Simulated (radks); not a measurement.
Q: Species: the bismuth ion Bi33+. Configuration: [Kr] 4d10 4f4. Method: Dirac Kohn-Sham, relativistic LDA (MacDonald-Vosko exchange, VWN5 correlation), spin-unpolarised, spherical densities, finite nucleus; open shells fill j = l - 1/2 first; Fermi nuclear charge, rms radius 5.5211 fm; computed with a radial shooting solver on a logarithmic mesh with Libxc functionals.

Spin-orbit splittings of the eigenvalues, e(l+1/2) - e(l-1/2), with zeta = 2 splitting/(2l+1) and mean radii in bohr:

| shell | occ. | splitting (eV) | zeta (eV) | <r> j=l-1/2 | <r> j=l+1/2 |
|---|---|---|---|---|---|
| 2p | 6 | 2286 | 1524 | 0.05412 | 0.06311 |
| 3p | 6 | 516.5 | 344.3 | 0.1615 | 0.1776 |
| 3d | 10 | 110.2 | 44.07 | 0.1540 | 0.1589 |
| 4p | 6 | 145.9 | 97.25 | 0.3592 | 0.3871 |
| 4d | 10 | ? | ? | 0.3798 | 0.3878 |
| 4f | 4 | 8.071 | 2.306 | 0.3638 | 0.3673 |

Estimate the 4d splitting.

A: 29.51 eV (zeta = 11.80 eV).
